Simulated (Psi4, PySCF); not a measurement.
Input for PySCF:
```python
from pyscf import gto, scf, dft

mol = gto.Mole()
mol.atom = '''
    B    -0.000000    0.000000   -0.000000
    F    -0.006598    1.300362   -0.000881
    F     1.129442   -0.644465    0.003252
    F    -1.122844   -0.655897   -0.002371
'''
mol.basis = '6-31g**'
mol.charge = 0
mol.spin = 0
mol.verbose = 4
mol.build()

mf = dft.RKS(mol)
mf.xc = 'pbe'
mf.grids.atom_grid = (99, 590)
mf.grids.prune = None
mf.kernel()
```

Problem. Convert this to an input for Psi4.

Solution. This is not unique; one that fits is 
```
memory 2 GB

molecule mol {
0 1
  B    -0.000000    0.000000   -0.000000
  F    -0.006598    1.300362   -0.000881
  F     1.129442   -0.644465    0.003252
  F    -1.122844   -0.655897   -0.002371
}

set basis 6-31g**
set reference rks
set scf_type pk
set puream true
set d_convergence 1e-8
set dft_radial_points 99
set dft_spherical_points 590

energy('pbe')
print_variables()
```

Both were run: PySCF gave -324.219241 Eh and Psi4 -324.219243 Eh, 0.002 mEh apart.
